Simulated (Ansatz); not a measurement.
Rb3Br3⁺, relaxed as a doublet with UKS PBE-D4/def2-SVP in Ansatz, starting from the GFN2-xTB geometry. Force threshold 0.02 eV/Å.

In the def2 sets Rb takes a core potential; there is no spin–orbit coupling. The gap within one spin of the charge 1 doublet nearly closes, so an electron or hole may be smeared out by delocalisation error. The relaxation made no stability test and no search for a lower SCF solution. The structure comes from a short search, and lower isomers may exist.

Start:

```tsv
atom	x (Å)	y (Å)	z (Å)
Rb1	-2.872	-0.219	-0.486
Rb2	1.388	2.979	1.951
Rb3	2.278	-2.653	-1.327
Br4	-1.578	2.174	1.188
Br5	1.662	0.196	0.200
Br6	-0.877	-2.477	-1.526
```

```csv
step,energy (eV),largest force component (eV/Å),SCF passes
1,-212051.6255,0.155,45
2,-212051.6477,0.089,26
3,-212051.6673,0.066,26
4,-212051.6880,0.114,29
5,-212051.7215,0.121,30
6,-212051.7491,0.249,38
7,-212051.7814,0.063,107
8,-212051.7876,0.053,41
9,-212051.7904,0.021,31
10,-212051.7914,0.009,29
11,-212051.7919,0.008,31
12,-212051.7920,0.003,29
13,-212051.7921,0.004,26
```

Force components are those of the run's own axes.

End:

```xyz
6

Rb   -3.1529   -0.4529   -0.6864
Rb    1.5086    3.4026    2.1868
Rb    1.8764   -2.3849   -1.1435
Br   -0.9289    1.5318    0.9647
Br    1.9156    0.6346    0.4250
Br   -1.2188   -2.7313   -1.7466
```

By distances, no bond broke or formed. The bond that changes most is Rb1–Br4, from 3.19 to 3.41 Å (atoms count from 1). The end is the same structure that another start reached, the lowest one found.

The force fell under the threshold at step 10, but the optimiser went on. No frequencies were taken in this run, so the end may be a saddle point.

Hardware: 4 threads of Arm Neoverse V2 on a shared host. Wall time 78 s.
